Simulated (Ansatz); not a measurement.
acetonitrile (C2H3N), singlet, geometry from GFN2-xTB. Base run: Ansatz (an electronic-structure program) with PBE/3-21G.

Here is a job for Ansatz.
Ansatz 0.2 input:
```yaml
crystal:
  periodic: [false, false, false]
  atoms:
    - {symbol: C, position_ang: [-0.01475717, 0.01116275, -1.16276182]}
    - {symbol: C, position_ang: [0.00347482, -0.00262846, 0.27379184]}
    - {symbol: N, position_ang: [0.01797420, -0.01359621, 1.41624111]}
    - {symbol: H, position_ang: [-0.00999740, 1.04135020, -1.51688517]}
    - {symbol: H, position_ang: [0.86504779, -0.50670455, -1.54285244]}
    - {symbol: H, position_ang: [-0.91317570, -0.49067797, -1.52013028]}
basis:
  gaussian:
    orbitals: 3-21G.json
hamiltonian:
  xc: pbe
```
The basis file holds 3-21G in the JSON format of the Basis Set Exchange.

The base run was repeated with changes; each row names its change, and settings that it needs were set with it.

| change | basis functions | E (Eh) |
|---|---|---|
| base | 33 | -131.85294 |
| basis = STO-3G | … | … |
| basis = 6-31G | 33 | -132.54280 |
| basis = pcseg-0 | 33 | -132.24168 |
| basis = def2-SV(P) | 48 | -132.47365 |
| basis = pc-1 | 57 | … |
| basis = pcseg-1 | 57 | -132.55962 |
| basis = 6-311G** | 72 | -132.61741 |
| basis = aug-pcseg-1 | 96 | -132.56557 |
| basis = def2-TZVP | 111 | -132.63389 |
| basis = pc-2 | … | … |
| basis = def2-TZVPD | 138 | -132.63439 |
| basis = aug-cc-pVTZ | … | … |

Task: Some entries are withheld; supply them.

Result: 
- basis = STO-3G, basis functions: 18
- basis = STO-3G, E (Eh): -130.89678
- basis = pc-1, E (Eh): -132.56191
- basis = pc-2, basis functions: 132
- basis = pc-2, E (Eh): -132.63894
- basis = aug-cc-pVTZ, basis functions: 207
- basis = aug-cc-pVTZ, E (Eh): -132.63220

Totals compare only among sets that treat the same electrons; sets with core potentials leave the core out.
